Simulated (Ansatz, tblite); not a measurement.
Forces on fluoranthene, `c1ccc2c(c1)-c1cccc3cccc-2c13` at its PBE-D4/def2-SVP geometry. The state is a singlet with charge 0.

The xTB rows come from tblite.

GFN2-xTB (tblite), largest force 0.67 eV/Å:

```xyz
26
positions Å, forces eV/Å
C     0.016   -2.363   -2.931   -0.121    0.341    0.167
C    -0.765   -1.313   -3.445    0.180   -0.043    0.354
C    -1.042   -0.174   -2.666    0.161   -0.203    0.135
C    -0.528   -0.100   -1.366    0.052   -0.247   -0.173
C     0.269   -1.173   -0.841   -0.103   -0.016   -0.288
C     0.538   -2.300   -1.625   -0.156    0.233   -0.081
C     0.666   -0.818    0.534    0.190   -0.099    0.331
C     1.417   -1.421    1.537   -0.148    0.243   -0.004
C     1.578   -0.737    2.779   -0.226    0.314   -0.205
C     1.014    0.515    3.025    0.096   -0.363   -0.189
C     0.236    1.161    2.014   -0.002   -0.038   -0.075
C    -0.413    2.433    2.086   -0.173    0.028   -0.382
C    -1.135    2.912    0.994    0.221   -0.357    0.129
C    -1.263    2.178   -0.224    0.166   -0.142    0.182
C    -0.641    0.938   -0.325   -0.143    0.350    0.111
C     0.094    0.460    0.797    0.010    0.044    0.073
H     0.220   -3.245   -3.557   -0.122    0.540    0.382
H    -1.164   -1.382   -4.468    0.242    0.043    0.626
H    -1.655    0.644   -3.074    0.373   -0.497    0.247
H     1.149   -3.127   -1.230   -0.371    0.502   -0.240
H     1.885   -2.407    1.396   -0.282    0.603    0.093
H     2.175   -1.217    3.570   -0.361    0.275   -0.485
H     1.165    1.008    3.998   -0.095   -0.295   -0.597
H    -0.341    3.032    3.007   -0.040   -0.372   -0.560
H    -1.630    3.892    1.070    0.298   -0.590   -0.064
H    -1.845    2.603   -1.056    0.354   -0.253    0.512
```

r2SCAN-D4/def2-TZVP (Ansatz), largest force 0.55 eV/Å:

```
C -0.023 0.059 0.044
C 0.034 0.004 0.069
C 0.058 -0.063 0.070
C 0.027 -0.201 -0.175
C -0.074 -0.043 -0.254
C -0.052 0.096 -0.010
C 0.058 0.120 0.295
C -0.092 0.051 -0.114
C -0.030 0.136 0.025
C 0.036 -0.106 -0.001
C -0.013 -0.095 -0.175
C -0.057 0.052 -0.081
C 0.052 -0.048 0.122
C 0.073 -0.133 -0.026
C 0.001 0.195 0.257
C 0.001 0.001 0.000
H -0.100 0.441 0.309
H 0.198 0.032 0.509
H 0.294 -0.397 0.185
H -0.294 0.391 -0.198
H -0.222 0.476 0.075
H -0.301 0.241 -0.386
H -0.065 -0.246 -0.466
H -0.041 -0.281 -0.448
H 0.253 -0.483 -0.034
H 0.279 -0.198 0.405
```

PBE0-D4/def2-TZVP (Ansatz), largest force 0.58 eV/Å:

```
C -0.060 0.203 0.139
C 0.101 0.009 0.232
C 0.153 -0.180 0.147
C 0.111 -0.385 -0.207
C -0.180 0.031 -0.413
C -0.144 0.230 -0.057
C 0.113 0.152 0.466
C -0.222 0.211 -0.215
C -0.140 0.302 -0.025
C 0.062 -0.260 -0.132
C -0.025 -0.157 -0.282
C -0.120 0.020 -0.271
C 0.168 -0.186 0.220
C 0.198 -0.314 0.040
C -0.020 0.330 0.378
C 0.006 0.025 0.040
H -0.106 0.464 0.325
H 0.208 0.034 0.536
H 0.314 -0.425 0.197
H -0.314 0.417 -0.212
H -0.238 0.507 0.076
H -0.317 0.257 -0.405
H -0.066 -0.267 -0.494
H -0.047 -0.295 -0.480
H 0.267 -0.508 -0.033
H 0.298 -0.215 0.430
```
